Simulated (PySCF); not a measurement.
SMILES O=c1cccc([SiH3])cc1, C$_{7}$H$_{8}$OSi

Cartesian coordinates in Å; atom numbers follow the order of the lines, from 1:
```xyz
17

O    -3.084   -1.279   -0.241
C    -2.018   -0.700   -0.087
C    -2.016    0.713    0.317
C    -0.989    1.565    0.567
C     0.428    1.354    0.512
C     1.123    0.222    0.176
Si    3.010    0.285    0.199
C     0.536   -1.040   -0.204
C    -0.761   -1.427   -0.316
H    -3.035    1.099    0.426
H    -1.280    2.579    0.861
H     1.020    2.236    0.777
H     3.544   -0.752    1.134
H     3.451    1.641    0.638
H     3.548   -0.007   -1.165
H     1.260   -1.829   -0.444
H    -0.953   -2.459   -0.626
```

Level of theory: PySCF 2.14.0, quadratic response CAM-B3LYP/aug-cc-pVDZ first hyperpolarisability, Taylor convention, gas phase. Geometry: PBE0-D3(BJ)/def2-SVP.

Give β for the processes computed.

In au, Taylor convention; the vector part is βᵢ = ⅓ Σⱼ (βᵢⱼⱼ + βⱼᵢⱼ + βⱼⱼᵢ); β∥ is 3/5 of the vector part along the dipole, the dipole points from − to +:
```tsv
process	λ (nm)	β vector norm	β∥	β HRS	depolarisation ratio
static β(0;0,0)	∞	202.8	-115.0	81.0	5.71
second harmonic β(−2ω;ω,ω)	1907	201.6	-114.3	80.8	5.87
Pockels β(−ω;ω,0)	1907	202.5	-114.8	–	–
second harmonic β(−2ω;ω,ω)	1064	195.5	-111.1	80.0	6.07
Pockels β(−ω;ω,0)	1064	201.5	-114.2	–	–
```

Which lowest excitations, dipole and polarisabilities go with it?

S1 3.89 eV (f = 0.089); S2 3.92 eV (f = 0.000); S3 4.11 eV (f = 0.000); dipole 4.19 D; isotropic α 120.5 au static, 121.2 au at 1907 nm, 122.8 au at 1064 nm, 123.3 au at 953.5 nm, 130.8 au at 532 nm.
